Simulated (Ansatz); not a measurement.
One change: `[CH3][Zn][S][Si](Cl)(Cl)Cl` becomes `CN[Si](Cl)(Cl)Cl`.

Ansatz, PBE0-D4/def2-TZVP geometries, multiplicity 1. Each molecule was computed in one conformer, which needn't be the lowest.

Scalar relativity is left out up to krypton.

| property | `[CH3][Zn][S][Si](Cl)(Cl)Cl` |
| --- | --- |
| size of the dipole moment (PBE/def2-TZVPP) / D | 2.14 |
| HOMO–LUMO gap (ωB97M-V/def2-TZVPP) / eV | 10.86 |
| size of the dipole moment (ωB97M-V/def2-TZVPP) / D | 2.05 |
| LUMO energy (B3LYP/def2-TZVPP) / eV | -0.96 |
| LUMO energy (PBE0/def2-TZVPP) / eV | -0.71 |
| LUMO energy (PBE/def2-TZVPP) / eV | -1.55 |

(1) Give the same properties after the change, and the shifts. (Best estimate.)

## Answers

(1) The calculation gave: 
```tsv
property	`CN[Si](Cl)(Cl)Cl`	shift
size of the dipole moment (PBE/def2-TZVPP) / D	2.54	0.40
HOMO–LUMO gap (ωB97M-V/def2-TZVPP) / eV	12.09	1.23
size of the dipole moment (ωB97M-V/def2-TZVPP) / D	2.55	0.50
LUMO energy (B3LYP/def2-TZVPP) / eV	0.03	0.99
LUMO energy (PBE0/def2-TZVPP) / eV	0.31	1.02
LUMO energy (PBE/def2-TZVPP) / eV	-0.72	0.83
```

With PBE0 the HOMO rises by 0.25 eV and the LUMO rises by 1.02 eV, so the gap widens by about 0.77 eV. PBE moves the HOMO by 0.44 eV and ωB97M-V by 0.08 eV. Dipoles are sizes alone; their direction can turn.

B3LYP here is the variant with VWN-RPA as its local correlation; programs differ in this.
